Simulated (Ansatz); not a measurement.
`N[SiH](N)[SiH3]` → `N[SiH3]` + `N[SiH]` at 600 K and 1 bar (silylene formation by 1,1-elimination).

Gas-phase electronic energies from Ansatz, PBE0-D4/def2-TZVP geometries. CCSD(T)/CBS adds triple-zeta CCSD(T) − MP2 to the extrapolated MP2 energy (def2 sets, frozen cores). This one scheme is used for every species. Each species was taken in one conformer, which may not be the lowest.

| species | CCSD(T)/CBS energy (Eh) | H − E (kJ/mol) | S (J/(mol·K)) |
| --- | --- | --- | --- |
| `N[SiH](N)[SiH3]` | -692.43145 | 297.9 | 469.8 |
| `N[SiH3]` | -346.80422 | 170.6 | 320.8 |
| `N[SiH]` | -345.56329 | 117.4 | 286.7 |

H − E and S are ideal-gas, rigid-rotor, harmonic terms from PBE0-D4/def2-TZVP, for one conformer and one mirror image of each species. 1 Eh = 2625.50 kJ/mol, R = 8.31446 J/(mol·K).

Q: By hand: ΔE, ΔH, ΔS and ΔG.

A: ΔE = (-346.80422) + (-345.56329) − (-692.43145) = 0.06394 Eh = 167.9 kJ/mol. Δ(H − E) = 170.6 + 117.4 − 297.9 = -9.9, so ΔH = 158.0 kJ/mol. ΔS = 320.8 + 286.7 − 469.8 = 137.7 J/(mol·K). ΔG = 158.0 − 600 × (137.7)/1000 = 75.4 kJ/mol.

Q: By hand: the equilibrium constant, and the temperature at which ΔG would vanish if ΔH and ΔS stayed fixed.

A: log₁₀ K = −ΔG/(RT ln 10) = -6.6. ΔG = 0 at ΔH/ΔS = 1147 K.

The number of gas molecules changes by +1, which sets the sign of ΔS. A doubt of 5 kJ/mol in ΔE shifts log₁₀ K by 0.4 here. Other conformers and mirror images would add mixing entropy, several J/(mol·K) or more a flexible species. These are equilibria of isolated gas molecules and say nothing of rates. Largest T1 diagnostic: 0.015 (customary marks: 0.02 for closed shells, 0.045 for open ones).
